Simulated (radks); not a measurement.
All-electron atom: Be IV in 1s1 (the NIST ground configuration).

Method: non-relativistic Kohn-Sham, LDA (Slater exchange, Perdew-Wang correlation), spin-unpolarised, spherical densities, point nucleus; without spin polarisation the odd electron is poorly described; computed with a radial shooting solver on a logarithmic mesh with Libxc functionals.

Energy parts (hartree):
part                     energy
total                  -7.67831
kinetic                 7.63165
electron-nucleus      -15.62620
Hartree                 1.21542
exchange-correlation   -0.89917

Orbitals (lengths in bohr, moments of r in powers of bohr; <r^-3> diverges for s and p1/2; r(max) is where P^2 peaks):
orbital  occ.  eigenvalue (hartree)  r(max)  <r^-3>     <r>
1s          1              -6.74706  0.2543       -  0.3865

The highest occupied level is 1s at -183.60 eV. For comparison, the ionisation energy in NIST's Atomic Spectra Database is 217.72 eV (theoretical). In exact Kohn-Sham theory the highest level is minus the ionisation energy, but local and semilocal functionals leave it too shallow, through self-interaction and a potential that decays too fast; potentials with the right tail come closer. Summed over all electrons, <r^2> = 0.2003 bohr^2, which gives a Langevin (diamagnetic) susceptibility term of -0.159 x 10^-6 cm^3/mol. The density falls to 0.001 e/bohr^3 at r = 1.28 bohr. Virial ratio -V/T = 2.00611. The electron density at the nucleus is 19.45 e/bohr^3.
